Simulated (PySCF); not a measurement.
C4H2BrCl, SMILES Cl/C(=C/C#C)Br. Atoms are numbered in the order given.

```xyz
8

C      0.5820     3.2765     0.0000
C      0.9367     2.1150     0.0000
C      1.3923     0.7740     0.0000
C      0.5956    -0.3158     0.0000
Cl     1.2557    -1.9141     0.0000
Br    -1.2891    -0.2130     0.0000
H      0.2572     4.2998     0.0000
H      2.4730     0.5975     0.0000
```
Charge 0, spin multiplicity 1.

Geometry optimised at B3LYP-D3(BJ)/def2-SVP. The structure was generated by enumeration; whether it is a known compound was not checked.

The numbers are results of SMD-M06-2X/6-31G* (PySCF), not measurements.

Solvation free energies are E(SMD) − E(gas) at the gas-phase geometry, for 1 M in both phases. Bromine has the revised SMD18 radius of 2.60 Å. In vacuum the dipole moment is 1.34 D.

```json
[
 {"solvent": "water", "ΔG(solv) (kcal/mol)": "-0.9", "its non-electrostatic (CDS) part": "3.5", "dipole (D)": "1.87"},
 {"solvent": "acetonitrile", "ΔG(solv) (kcal/mol)": "-5.5", "its non-electrostatic (CDS) part": "-1.3", "dipole (D)": "1.86"},
 {"solvent": "chlorobenzene", "ΔG(solv) (kcal/mol)": "___", "its non-electrostatic (CDS) part": "___", "dipole (D)": "___"}
]
```

What belongs in the gaps? (The exact figures need the calculation; the answer reports its results.)


- chlorobenzene, ΔG(solv) (kcal/mol): -5.9
- chlorobenzene, its non-electrostatic (CDS) part: -2.7
- chlorobenzene, dipole (D): 1.75
